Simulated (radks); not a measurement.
Species: the iodine ion I24+. Configuration: [Ar] 3d10 4s1.

Method: scalar-relativistic Kohn-Sham, r2SCAN, spin-polarised, spherical densities, finite nucleus; open shells are filled with parallel spins first (spin-orbit coupling, left out, can overturn this in heavy ions); meta-GGA in the generalised Kohn-Sham scheme; Fermi nuclear charge, rms radius 4.75 fm; computed with a radial shooting solver on a logarithmic mesh with Libxc functionals.

Energy parts (hartree):
total: -6848.43792
kinetic: 7200.35030
electron-nucleus: -15715.46698
Hartree: 1822.82086
exchange-correlation: -156.14210

Orbitals (lengths in bohr, moments of r in powers of bohr; r(90%) holds 90 % of the orbital's charge):
orbital  occ.  eigenvalue (hartree)      <r>  r(90%)
1s up       1             -1242.520  0.02722  0.0490
1s down     1             -1242.499  0.02722  0.0490
2s up       1             -215.7869   0.1169   0.181
2s down     1             -215.7754   0.1169   0.181
2p up       3             -196.4996   0.1023   0.166
2p down     3             -196.4858   0.1023   0.166
3s up       1             -64.25010   0.3089   0.452
3s down     1             -64.22402   0.3088   0.452
3p up       3             -57.92818   0.3058   0.457
3p down     3             -57.89752   0.3057   0.457
3d up       5             -48.63469   0.2804   0.437
3d down     5             -48.60098   0.2801   0.436
4s up       1             -28.98682   0.6451   0.910
4s down     0             -28.54959   0.6442   0.912

The highest occupied level is 4s up at -788.77 eV. The electron density at the nucleus is 2.567e+05 e/bohr^3 (large components only). Summed over all electrons, <r^2> = 2.366 bohr^2, which gives a Langevin (diamagnetic) susceptibility term of -1.87 x 10^-6 cm^3/mol.
